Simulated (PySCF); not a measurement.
**Core binding energy against partial charge**

Species: C₉H₁₁ (charge +1).
Numbering: `[CH3:1][C+:2]([CH3:3])[c:4]1[cH:5][cH:6][cH:7][cH:8][cH:9]1`

Binding energies: PySCF, delta-SCF UKS SCAN, pcX-2 on the ionised atom, pcseg-1 elsewhere, spin-free X2C. Charges: PBE0/pcSseg-1 ground-state density, for the ionised atom.

```
atom                  environment  C 1s (eV)  Mulliken (e)  IAO (e)  Hirshfeld (e)  ESP (e)
  C6           aromatic CH carbon     294.85        -0.045   -0.129         -0.009   -0.120
  C7           aromatic CH carbon     295.01        -0.005   -0.042         +0.046   +0.027
  C5           aromatic CH carbon     295.09        -0.008   -0.074         +0.015   -0.103
  C1                methyl carbon     295.47        -0.161   -0.429         -0.081   -0.626
  C4  substituted aromatic carbon     295.64        -0.097   -0.036         +0.005   -0.025
```

**Question.** Give the correlation coefficient and slope of binding energy on charge for each scheme.

**Answer.** IAO: r = -0.28, slope -0.6 eV per e; ESP: r = -0.35, slope -0.4 eV per e; Hirshfeld: r = -0.42, slope -3.0 eV per e; Mulliken: r = -0.74, slope -3.7 eV per e. On 5 points no scheme stands out.

**Question.** The point-charge model writes a binding energy as kq + V + constant, with V the potential of the other atoms' charges at the site. What does it give with the IAO charges?

**Answer.** V = Σ 14.40 eV Å × q/r over all other atoms: +5.55 eV at C6, +4.36 eV at C7, +5.07 eV at C5, +11.74 eV at C1, +4.59 eV at C4. Fitting binding energy − V to q gives k = 18.1 eV per e and leaves an rms residual of 0.13 eV, against 0.28 eV for the fit on q alone. The model has no term for differences in relaxation between sites.

Spin contamination (⟨S²⟩ against 0.75 for a pure doublet) is marked for C 1s of C7 (0.88), which makes this value less certain. The species carries charge +1, so core ionisation leaves charge +2. Isolated species at its PBE0-D3(BJ)/def2-SVP geometry, gas phase.

The values belong to the conformer `[CH3:1][C+:2]([CH3:3])[c:4]1[cH:5][cH:6][cH:7][cH:8][cH:9]1`: C1–C2–C4–C5 2°.
